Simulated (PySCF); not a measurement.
# Mayer bond orders and bond lengths

[Ga(H2O)6]3+ (charge +3).
Structure used (PBE0-D3(BJ)/def2-SVP), in Å, numbered top down from 1:
```xyz
19
GaH12O6 angstrom
Ga    -0.001    0.000    0.000
O     -0.023    0.111    1.990
H     -0.098    0.930    2.517
H      0.037   -0.638    2.614
O      0.022   -0.111   -1.990
H      0.107   -0.929   -2.517
H     -0.046    0.637   -2.615
O      1.988    0.152    0.013
H      2.555    0.246    0.803
H      2.570    0.149   -0.772
O     -1.988   -0.154   -0.013
H     -2.569   -0.153    0.773
H     -2.558   -0.240   -0.802
O     -0.154    1.985   -0.102
H      0.588    2.619   -0.127
H     -0.983    2.498   -0.163
O      0.155   -1.985    0.102
H     -0.586   -2.621    0.122
H      0.985   -2.497    0.168
```

Bond orders from the PBE0/pcSseg-1 (pcSseg-2 on Ga) density (PySCF). No counter-ion or solvent screens the charge of this multiply charged ion. The calculation is non-relativistic, for gallium too.

**Question.** Give the Mayer order of every bond between heavy atoms, beside its length.

**Answer.** 
```csv
bond,length (Å),Mayer order
Ga1–O2,1.993,0.454
Ga1–O5,1.993,0.454
Ga1–O8,1.994,0.454
Ga1–O11,1.994,0.454
Ga1–O14,1.994,0.454
Ga1–O17,1.993,0.454
```

**Question.** And the bonds to hydrogen?

**Answer.** H–O: 0.88 (12 bonds).

**Question.** Sum the orders of all bonds at each heavy atom with more than one neighbour.

**Answer.** Ga1 2.724, O2 2.204, O5 2.204, O8 2.204, O11 2.204, O14 2.205, O17 2.205. Orders between atoms that aren't bonded are not in these sums.

For a closed shell the Mayer order of atoms A and B is Σ (PS)μν (PS)νμ over the basis functions μ on A and ν on B, with P the density and S the overlap matrix.
